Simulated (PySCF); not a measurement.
PySCF input (HF/def2-TZVPD):

```python
from pyscf import gto, scf, dft

mol = gto.M(
    atom='''
    Sb    0.02374638   -0.01419423    0.32164804
    F     0.65368493    1.21433598   -0.91274954
    F    -0.78824778   -1.13390200   -0.90992269
    ''',
    basis='def2-tzvpd',
    ecp='def2-tzvp',
    charge=1,
    spin=0,
    verbose=4,
)

mf = scf.RHF(mol).density_fit(auxbasis='def2-universal-jkfit')
mf.conv_tol = 1e-9
mf.max_cycle = 100
mf.max_memory = 1500
mf.kernel()
if not mf.converged:
    mf = mf.newton()
    mf.kernel(mf.make_rdm1())
mf.analyze()
```

Output:

```
ECP def2-tzvp not found for  F
PySCF version 2.14.0

[INPUT] verbose = 4
[INPUT] num. atoms = 3
[INPUT] num. electrons = 40
[INPUT] charge = 1
[INPUT] spin (= nelec alpha-beta = 2S) = 0
[INPUT] symmetry False subgroup None
[INPUT] Mole.unit = angstrom
[INPUT] Symbol           X                Y                Z      unit          X                Y                Z       unit  Magmom
[INPUT]  1 Sb     0.023746380000  -0.014194230000   0.321648040000 AA    0.044874154650  -0.026823207249   0.607826704103 Bohr   0.0
[INPUT]  2 F      0.653684930000   1.214335980000  -0.912749540000 AA    1.235285489455   2.294762425405  -1.724846650923 Bohr   0.0
[INPUT]  3 F     -0.788247780000  -1.133902000000  -0.909922690000 AA   -1.489572422496  -2.142764232097  -1.719504678628 Bohr   0.0

nuclear repulsion = 133.849314903408
number of shells = 46
number of NR pGTOs = 207
number of NR cGTOs = 136
basis = def2-tzvpd
ecp = def2-tzvp

******** <class 'pyscf.df.df_jk.DFRHF'> ********
method = DFRHF
initial guess = minao
damping factor = 0
level_shift factor = 0
DIIS = <class 'pyscf.scf.diis.CDIIS'>
diis_start_cycle = 1
diis_space = 8
diis_damp = 0
SCF conv_tol = 1e-09
SCF conv_tol_grad = None
SCF max_cycles = 100
direct_scf = False
Set gradient conv threshold to 3.16228e-05
Initial guess from minao.
******** <class 'pyscf.df.df.DF'> ********
auxbasis = def2-universal-jkfit
init E= -399.038352184302
  HOMO = -0.959881871860997  LUMO = -0.65211614136787  gap/eV = 8.37473
cycle= 1 E= -437.646469283014  delta_E= -38.6  |g|= 1.94  |ddm|= 15.8
  HOMO = -0.678247471340061  LUMO = -0.235825034524062  gap/eV = 12.03893
cycle= 2 E= -437.935988316694  delta_E= -0.29  |g|= 0.613  |ddm|= 3.07
  HOMO = -0.758707881533667  LUMO = -0.295066990552659  gap/eV = 12.61631
cycle= 3 E= -437.970202610923  delta_E= -0.0342  |g|= 0.0714  |ddm|= 0.659
  HOMO = -0.756251586295551  LUMO = -0.289798659649961  gap/eV = 12.69283
cycle= 4 E= -437.971088804851  delta_E= -0.000886  |g|= 0.015  |ddm|= 0.12
  HOMO = -0.755921004454645  LUMO = -0.290181847909199  gap/eV = 12.67341
cycle= 5 E= -437.971152683417  delta_E= -6.39e-05  |g|= 0.00609  |ddm|= 0.0199
  HOMO = -0.756325100862021  LUMO = -0.29014727159193  gap/eV = 12.68534
cycle= 6 E= -437.971172780816  delta_E= -2.01e-05  |g|= 0.00171  |ddm|= 0.0165
  HOMO = -0.756210132187189  LUMO = -0.290105100580792  gap/eV = 12.68336
cycle= 7 E= -437.97117413975  delta_E= -1.36e-06  |g|= 0.000694  |ddm|= 0.00287
  HOMO = -0.756083014592793  LUMO = -0.290053971459354  gap/eV = 12.68130
cycle= 8 E= -437.971174519608  delta_E= -3.8e-07  |g|= 0.000149  |ddm|= 0.00163
  HOMO = -0.756062062105201  LUMO = -0.29005345992891  gap/eV = 12.68074
cycle= 9 E= -437.971174536135  delta_E= -1.65e-08  |g|= 2.18e-05  |ddm|= 0.000321
  HOMO = -0.756059381045894  LUMO = -0.290053970859596  gap/eV = 12.68065
cycle= 10 E= -437.971174536386  delta_E= -2.5e-10  |g|= 4.29e-06  |ddm|= 4.55e-05
  HOMO = -0.756059532392428  LUMO = -0.290054505251653  gap/eV = 12.68064
Extra cycle  E= -437.971174536395  delta_E= -9.09e-12  |g|= 1.83e-06  |ddm|= 5.28e-06
converged SCF energy = -437.971174536395
**** SCF Summaries ****
Total Energy =                        -437.971174536394983
Nuclear Repulsion Energy =             133.849314903408100
One-electron Energy =                 -954.073093319402915
Two-electron Energy =                  382.252603879599860
Two-electron Coulomb Energy =          420.679736369561340
DFT Exchange-Correlation Energy =      -38.427132489961480
HOMO-LUMO gap [eV] =                    12.680642680788180
**** MO energy ****
MO #1   energy= -26.5316664151877  occ= 2
MO #2   energy= -26.5316579472319  occ= 2
MO #3   energy= -6.90697247164001  occ= 2
MO #4   energy= -4.98213282196683  occ= 2
MO #5   energy= -4.97317260035275  occ= 2
MO #6   energy= -4.96977638417932  occ= 2
MO #7   energy= -2.02208013658286  occ= 2
MO #8   energy= -2.02015390107974  occ= 2
MO #9   energy= -2.00944057701471  occ= 2
MO #10  energy= -2.00528699750809  occ= 2
MO #11  energy= -1.99663200231583  occ= 2
MO #12  energy= -1.81037045706653  occ= 2
MO #13  energy= -1.7793335313732   occ= 2
MO #14  energy= -1.03915594554109  occ= 2
MO #15  energy= -0.915612393071148 occ= 2
MO #16  energy= -0.903309153170174 occ= 2
MO #17  energy= -0.893126842316188 occ= 2
MO #18  energy= -0.871906062626402 occ= 2
MO #19  energy= -0.866092473440565 occ= 2
MO #20  energy= -0.756059532392428 occ= 2
MO #21  energy= -0.290054505251653 occ= 0
MO #22  energy= -0.182493444492472 occ= 0
MO #23  energy= -0.147933708888743 occ= 0
MO #24  energy= -0.0956882975713   occ= 0
MO #25  energy= -0.0289723979364076 occ= 0
MO #26  energy= -0.0256706023305184 occ= 0
MO #27  energy= -0.0256614778003111 occ= 0
MO #28  energy= -0.00595354158255742 occ= 0
MO #29  energy= -0.00433058709090526 occ= 0
MO #30  energy= 0.00455066622567214 occ= 0
MO #31  energy= 0.0099294210750167 occ= 0
MO #32  energy= 0.016055574935216  occ= 0
MO #33  energy= 0.0667548549252634 occ= 0
MO #34  energy= 0.0806406544441458 occ= 0
MO #35  energy= 0.0815520485762784 occ= 0
MO #36  energy= 0.0939511507606409 occ= 0
MO #37  energy= 0.116234603278689  occ= 0
MO #38  energy= 0.119233699660694  occ= 0
MO #39  energy= 0.198974340839208  occ= 0
MO #40  energy= 0.207429251552917  occ= 0
MO #41  energy= 0.211457080938602  occ= 0
MO #42  energy= 0.232231135147833  occ= 0
MO #43  energy= 0.252609035472293  occ= 0
MO #44  energy= 0.265130396560094  occ= 0
MO #45  energy= 0.323638682955837  occ= 0
MO #46  energy= 0.334450688670659  occ= 0
MO #47  energy= 0.339900329069229  occ= 0
MO #48  energy= 0.411049640262277  occ= 0
MO #49  energy= 0.457212303557238  occ= 0
MO #50  energy= 0.527457280361644  occ= 0
MO #51  energy= 0.531552904361252  occ= 0
MO #52  energy= 0.551406545753718  occ= 0
MO #53  energy= 0.565548854263114  occ= 0
MO #54  energy= 0.584381655635732  occ= 0
MO #55  energy= 0.613393169864934  occ= 0
MO #56  energy= 0.621430919351886  occ= 0
MO #57  energy= 0.667058511626166  occ= 0
MO #58  energy= 0.705182876629295  occ= 0
MO #59  energy= 0.716550128279924  occ= 0
MO #60  energy= 0.757084352965908  occ= 0
MO #61  energy= 0.762884023531287  occ= 0
MO #62  energy= 0.781599114316366  occ= 0
MO #63  energy= 0.788970768190159  occ= 0
MO #64  energy= 0.823581980123699  occ= 0
MO #65  energy= 0.972525847343313  occ= 0
MO #66  energy= 0.984204695729584  occ= 0
MO #67  energy= 1.03560215411822   occ= 0
MO #68  energy= 1.04086082394986   occ= 0
MO #69  energy= 1.06113936534609   occ= 0
MO #70  energy= 1.08110323508585   occ= 0
MO #71  energy= 1.14624654871345   occ= 0
MO #72  energy= 1.15429953894192   occ= 0
MO #73  energy= 1.16369984338144   occ= 0
MO #74  energy= 1.19671705122975   occ= 0
MO #75  energy= 1.25002857779189   occ= 0
MO #76  energy= 1.25140191499279   occ= 0
MO #77  energy= 1.277849860078     occ= 0
MO #78  energy= 1.38355017567377   occ= 0
MO #79  energy= 1.55511599200838   occ= 0
MO #80  energy= 2.28404646763669   occ= 0
MO #81  energy= 2.31015156493149   occ= 0
MO #82  energy= 2.31931062797129   occ= 0
MO #83  energy= 2.34452947824462   occ= 0
MO #84  energy= 2.34491432016014   occ= 0
MO #85  energy= 2.36480722363005   occ= 0
MO #86  energy= 2.37116931989341   occ= 0
MO #87  energy= 2.37719431258815   occ= 0
MO #88  energy= 2.38760405905659   occ= 0
MO #89  energy= 2.42092741446322   occ= 0
MO #90  energy= 2.43295166636456   occ= 0
MO #91  energy= 2.44433119627393   occ= 0
MO #92  energy= 2.5451798895135    occ= 0
MO #93  energy= 2.62839963082807   occ= 0
MO #94  energy= 2.6417639336081    occ= 0
MO #95  energy= 2.74896037573058   occ= 0
MO #96  energy= 2.92837168561804   occ= 0
MO #97  energy= 3.58062372143834   occ= 0
MO #98  energy= 3.58441122749313   occ= 0
MO #99  energy= 3.59154655569245   occ= 0
MO #100 energy= 3.66494953698204   occ= 0
MO #101 energy= 3.81272536781044   occ= 0
MO #102 energy= 4.05292800734683   occ= 0
MO #103 energy= 4.13240099055776   occ= 0
MO #104 energy= 4.33877906625428   occ= 0
MO #105 energy= 4.46767968857096   occ= 0
MO #106 energy= 7.14350232968252   occ= 0
MO #107 energy= 7.15659480868962   occ= 0
MO #108 energy= 7.15886473456225   occ= 0
MO #109 energy= 7.16734264024569   occ= 0
MO #110 energy= 7.16771481152579   occ= 0
MO #111 energy= 7.16866770753064   occ= 0
MO #112 energy= 7.1690302214221    occ= 0
MO #113 energy= 7.17681930727259   occ= 0
MO #114 energy= 7.20579506810611   occ= 0
MO #115 energy= 7.22640547709833   occ= 0
MO #116 energy= 7.23013230890775   occ= 0
MO #117 energy= 7.24449790458894   occ= 0
MO #118 energy= 7.31046171545812   occ= 0
MO #119 energy= 7.3204236484519    occ= 0
MO #120 energy= 8.81635890831146   occ= 0
MO #121 energy= 8.84421547934961   occ= 0
MO #122 energy= 8.84429842391497   occ= 0
MO #123 energy= 8.84452000992103   occ= 0
MO #124 energy= 8.86938035437884   occ= 0
MO #125 energy= 8.87861198391358   occ= 0
MO #126 energy= 8.89297706187883   occ= 0
MO #127 energy= 8.95946840175262   occ= 0
MO #128 energy= 9.15615717091934   occ= 0
MO #129 energy= 9.17686435905738   occ= 0
MO #130 energy= 39.4084022177992   occ= 0
MO #131 energy= 39.5605416701924   occ= 0
MO #132 energy= 39.6466488869534   occ= 0
MO #133 energy= 40.7308978585694   occ= 0
MO #134 energy= 58.6047851977844   occ= 0
MO #135 energy= 58.7418058717771   occ= 0
MO #136 energy= 113.132785243486   occ= 0

WARN: Weak orthogonality for localized orbitals 1.9263546442421756e-09

 ** Mulliken pop on meta-lowdin orthogonal AOs  **
 ** Mulliken pop  **
pop of  0 Sb 4s           1.79025
pop of  0 Sb 5s           1.81059
pop of  0 Sb 6s           0.01439
pop of  0 Sb 7s           0.00348
pop of  0 Sb 8s           0.00237
pop of  0 Sb 9s           0.00213
pop of  0 Sb 10s          0.07728
pop of  0 Sb 4px          0.01017
pop of  0 Sb 4py          0.27851
pop of  0 Sb 4pz          0.28040
pop of  0 Sb 5px          1.69260
pop of  0 Sb 5py          1.72251
pop of  0 Sb 5pz          1.72174
pop of  0 Sb 6px          0.21950
pop of  0 Sb 6py          0.03837
pop of  0 Sb 6pz          0.04716
pop of  0 Sb 7px          0.19474
pop of  0 Sb 7py          0.00957
pop of  0 Sb 7pz          0.01384
pop of  0 Sb 8px          0.06911
pop of  0 Sb 8py          0.00166
pop of  0 Sb 8pz          0.00376
pop of  0 Sb 4dxy         1.41231
pop of  0 Sb 4dyz         1.38154
pop of  0 Sb 4dz^2        1.39095
pop of  0 Sb 4dxz         1.38245
pop of  0 Sb 4dx2-y2      1.99459
pop of  0 Sb 5dxy         0.22961
pop of  0 Sb 5dyz         0.24515
pop of  0 Sb 5dz^2        0.24802
pop of  0 Sb 5dxz         0.25308
pop of  0 Sb 5dx2-y2      0.00824
pop of  0 Sb 6dxy         0.15322
pop of  0 Sb 6dyz         0.17611
pop of  0 Sb 6dz^2        0.16803
pop of  0 Sb 6dxz         0.16797
pop of  0 Sb 6dx2-y2      0.00241
pop of  0 Sb 7dxy         0.16736
pop of  0 Sb 7dyz         0.18506
pop of  0 Sb 7dz^2        0.17105
pop of  0 Sb 7dxz         0.17934
pop of  0 Sb 7dx2-y2      0.00075
pop of  0 Sb 4f-3         0.00041
pop of  0 Sb 4f-2         0.00131
pop of  0 Sb 4f-1         0.00150
pop of  0 Sb 4f+0         0.00083
pop of  0 Sb 4f+1         0.00066
pop of  0 Sb 4f+2         0.00117
pop of  0 Sb 4f+3         0.00039
pop of  0 Sb 5f-3         0.00073
pop of  0 Sb 5f-2         0.00226
pop of  0 Sb 5f-1         0.00330
pop of  0 Sb 5f+0         0.00140
pop of  0 Sb 5f+1         0.00142
pop of  0 Sb 5f+2         0.00320
pop of  0 Sb 5f+3         0.00073
pop of  1 F 1s            1.99998
pop of  1 F 2s            1.99081
pop of  1 F 3s            0.04959
pop of  1 F 4s            0.01344
pop of  1 F 5s            0.00413
pop of  1 F 6s            0.00267
pop of  1 F 2px           1.94858
pop of  1 F 2py           1.91620
pop of  1 F 2pz           1.92266
pop of  1 F 3px           0.01146
pop of  1 F 3py           0.02378
pop of  1 F 3pz           0.01715
pop of  1 F 4px           0.00304
pop of  1 F 4py           0.00912
pop of  1 F 4pz           0.01557
pop of  1 F 5px           0.00123
pop of  1 F 5py           0.00366
pop of  1 F 5pz           0.00715
pop of  1 F 3dxy          0.00580
pop of  1 F 3dyz          0.01141
pop of  1 F 3dz^2         0.00503
pop of  1 F 3dxz          0.00600
pop of  1 F 3dx2-y2       0.00474
pop of  1 F 4dxy          0.00574
pop of  1 F 4dyz          0.00841
pop of  1 F 4dz^2         0.00646
pop of  1 F 4dxz          0.00533
pop of  1 F 4dx2-y2       0.00503
pop of  1 F 5dxy          0.00370
pop of  1 F 5dyz          0.00603
pop of  1 F 5dz^2         0.00774
pop of  1 F 5dxz          0.00293
pop of  1 F 5dx2-y2       0.00347
pop of  1 F 4f-3          0.00011
pop of  1 F 4f-2          0.00048
pop of  1 F 4f-1          0.00027
pop of  1 F 4f+0          0.00024
pop of  1 F 4f+1          0.00014
pop of  1 F 4f+2          0.00030
pop of  1 F 4f+3          0.00019
pop of  2 F 1s            1.99998
pop of  2 F 2s            1.99077
pop of  2 F 3s            0.04939
pop of  2 F 4s            0.01341
pop of  2 F 5s            0.00408
pop of  2 F 6s            0.00264
pop of  2 F 2px           1.93897
pop of  2 F 2py           1.92569
pop of  2 F 2pz           1.92295
pop of  2 F 3px           0.01408
pop of  2 F 3py           0.02175
pop of  2 F 3pz           0.01696
pop of  2 F 4px           0.00431
pop of  2 F 4py           0.00751
pop of  2 F 4pz           0.01540
pop of  2 F 5px           0.00190
pop of  2 F 5py           0.00303
pop of  2 F 5pz           0.00711
pop of  2 F 3dxy          0.00644
pop of  2 F 3dyz          0.00999
pop of  2 F 3dz^2         0.00478
pop of  2 F 3dxz          0.00723
pop of  2 F 3dx2-y2       0.00429
pop of  2 F 4dxy          0.00625
pop of  2 F 4dyz          0.00782
pop of  2 F 4dz^2         0.00609
pop of  2 F 4dxz          0.00623
pop of  2 F 4dx2-y2       0.00481
pop of  2 F 5dxy          0.00401
pop of  2 F 5dyz          0.00536
pop of  2 F 5dz^2         0.00756
pop of  2 F 5dxz          0.00379
pop of  2 F 5dx2-y2       0.00325
pop of  2 F 4f-3          0.00013
pop of  2 F 4f-2          0.00053
pop of  2 F 4f-1          0.00021
pop of  2 F 4f+0          0.00023
pop of  2 F 4f+1          0.00016
pop of  2 F 4f+2          0.00027
pop of  2 F 4f+3          0.00018
 ** Mulliken atomic charges  **
charge of    0Sb =      3.05931
charge of    1F =     -1.02977
charge of    2F =     -1.02954

WARN: System has nonzero charge 1; the dipole moment is origin-dependent.
Location of origin: [0. 0. 0.]

Dipole moment(X, Y, Z, Debye):  0.31491, -0.18823,  4.26547
```
